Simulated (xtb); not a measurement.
Al(F)2(SMe) (CH3AlF2S), SMILES C[S][Al]([F])[F]. All values are semi-empirical tight-binding results from xtb (GFN2-xTB unless named), good for trends rather than for accurate numbers. The structure is a stationary point at GFN2-xTB. The structure was generated by enumeration; whether it is a known compound was not checked. The values are those of a single conformer.

Optimised geometry:

Bonded distances (Å): Al1–F2 1.644, Al1–F3 1.651, Al1–S4 2.181, S4–C5 1.840, C5–H6 1.087, C5–H7 1.086, C5–H8 1.086. Angles (°): F2–Al1–F3 118.8, F2–Al1–S4 122.1, F3–Al1–S4 119.1, Al1–S4–C5 100.4, S4–C5–H6 111.0, S4–C5–H7 107.7, S4–C5–H8 107.8, H6–C5–H7 110.2, H6–C5–H8 110.2, H7–C5–H8 110.0.
Charge 0, spin multiplicity 1.

For metal compounds this method's bond lengths and energies can be far off.

The point group as xtb finds it comes out as Cs, the orbital gap comes out as 3.15 eV and the zero-point energy is 26.9 kcal/mol. The G − E(el) at 298.15 K (modified RRHO) is 6.4 kcal/mol.

### Question
Give the atomic charges and the Wiberg bond orders between heavy atoms. (The exact figures need the calculation; the answer reports its results.)

### Answer
charges (e) Al1 0.51, F2 -0.25, F3 -0.27, S4 -0.16, C5 -0.07, H6 0.09, H7 0.08, H8 0.08. Bond orders Al1–F2 1.23, Al1–F3 1.20, Al1–S4 1.25, S4–C5 0.97.
